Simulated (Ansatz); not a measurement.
A nudged elastic band was laid between two geometries of CH9BOSi (13 atoms, charge 0, multiplicity 1).

Level of theory: RKS PBE/def2-SVP in Ansatz.

```
movable images  : 5
climbing image  : yes
spring          : 5.0 eV/Å²
optimiser       : quadratic models (default)
start path      : through a guess of the saddle point
force threshold : 0.05 eV/Å
iteration limit : 60
end points      : relaxed
```

First end point:

```xyz
13
Properties=species:S:1:pos:R:3
B 0.098 -0.271 0.302
C -0.187 0.137 1.824
H -1.045 -0.396 2.292
H 0.698 0.005 2.488
H -0.433 1.221 1.869
H 1.073 0.239 -0.242
H -0.907 -0.284 -0.434
O 0.423 -1.925 0.284
Si -0.979 -2.725 -0.379
H -0.694 -4.182 -0.127
H -2.230 -2.333 0.339
H -0.996 -2.445 -1.843
H 0.797 -2.250 1.126
```

Last end point:

```xyz
13
Properties=species:S:1:pos:R:3
B -0.051 -0.252 -0.854
C 0.135 -0.284 2.744
H -0.931 -0.411 3.014
H 0.736 -0.156 3.664
H 0.250 0.612 2.105
H 0.948 0.438 -0.974
H -1.168 0.234 -0.730
O 0.113 -1.600 -0.871
Si -1.002 -2.877 -0.728
H -0.616 -3.679 0.479
H -2.399 -2.340 -0.582
H -0.885 -3.719 -1.963
H 0.489 -1.176 2.195
```

Problem. What changes between the two ends?

Solution. Bonds broken: B1–C2, O8–H13. Bonds formed: C2–H13. CH9BOSi becomes BH5OSi + CH4.

Problem. Give the energies along the band, and the barrier.

Solution. The run converged. The highest image is number 2 of 0 to 6, 81.1 kJ/mol above the first end and 172.7 kJ/mol above the last; the last end lies 91.7 kJ/mol below the first. Neighbouring images differ by up to 1.4 eV, so the band resolves the path poorly. A vibrational analysis at the climbing image gives one clearly imaginary mode, 1157i cm⁻¹: a first-order saddle point. The orbitals stay closed-shell, which can raise the energy where a bond breaks towards radicals; this wasn't checked here.

```
image  path coordinate (Å)  energy (kJ/mol)  B1–C2 (Å)  O8–H13 (Å)  C2–H13 (Å)
    0                 0.00              0.0       1.60        0.98        2.67
    1                 1.06              3.9       1.61        0.98        2.39
    2                 2.11             81.1       1.76        1.24        1.40
    3                 3.15            -52.7       2.49        2.02        1.11
    4                 4.18            -87.5       3.11        2.69        1.11
    5                 5.22            -91.3       3.53        3.16        1.11
    6                 6.25            -91.7       3.60        3.12        1.11
```

Problem. What is the geometry of the highest image?

Solution. 
```xyz
13
Properties=species:S:1:pos:R:3
B 0.033 -0.313 0.215
C -0.017 0.032 1.941
H -0.885 -0.261 2.571
H 0.922 -0.057 2.522
H -0.164 1.109 1.723
H 1.046 0.185 -0.244
H -1.046 -0.001 -0.270
O 0.176 -1.911 0.322
Si -0.896 -2.958 -0.484
H -0.574 -4.352 -0.033
H -2.326 -2.635 -0.144
H -0.671 -2.818 -1.962
H 0.021 -1.229 1.342
```

Run time: 2 min on 2 threads of AMD EPYC 9R45 96-Core Processor (Zen 5), with other jobs on the host, peak memory 0.16 GiB.
